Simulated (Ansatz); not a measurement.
Ideal-gas functions of `[NH2][Nb]([OH])(=[S])[Cl]` at 400 K and 1 bar, from an Ansatz frequency run at PBE0-D4/def2-TZVP.

Molar mass 193.46 g/mol, point group C1 (symmetry number 1), electronic degeneracy 1, moments of inertia 221.768, 316.931, 365.968 u Å². Harmonic wavenumbers (cm⁻¹, unscaled): 131, 144, 178, 180, 200, 336, 355, 415, 491, 512, 553, 619, 711, 739, 1531, 3558, 3668, 3911.

Use S(trans) = R[1.5 ln M + 2.5 ln T − 1.1517]; rotational temperatures θ = 24.2544 K / I; S(rot) = R[ln(√π/σ · √(T³/θAθBθC)) + 1.5]; for each mode x = 1.438777 ν̃/T, S = R[x/(eˣ − 1) − ln(1 − e⁻ˣ)] and H = RT x/(eˣ − 1); 1 cm⁻¹ = 0.0119627 kJ/mol; R = 8.31446 J/(mol·K).

Task: By hand: the entropy, in J/(mol·K).

Result: Translation 180.6. Rotation: θ = 0.1094, 0.0765, 0.0663 K, giving 123.1. Vibration, mode by mode: 14.65, 13.88, 12.16, 12.07, 11.23, 7.23, 6.82, 5.71, 4.59, 4.32, 3.84, 3.19, 2.46, 2.27, 0.22, 0.00, 0.00, 0.00, in all 104.6. Electronic 0.0. Sum 408.3 J/(mol·K).

Task: By hand: H − E and G − E in kJ/mol, counted from the electronic energy.

Result: Zero-point energy ½ × 18232 × 0.0119627 = 109.1; thermal vibration 22.7; translation, rotation and pV give 4 RT = 13.3. H − E = 145.1 kJ/mol, and G − E = 145.1 − 400 × 408.3/1000 = -18.2 kJ/mol.

Vibration gives 26 % of the entropy, 28.5 J/(mol·K) of it from the modes under 150 cm⁻¹: soft modes count most, and the harmonic formula is weakest for them. The sum counts one conformer and one mirror image; others add a mixing term.
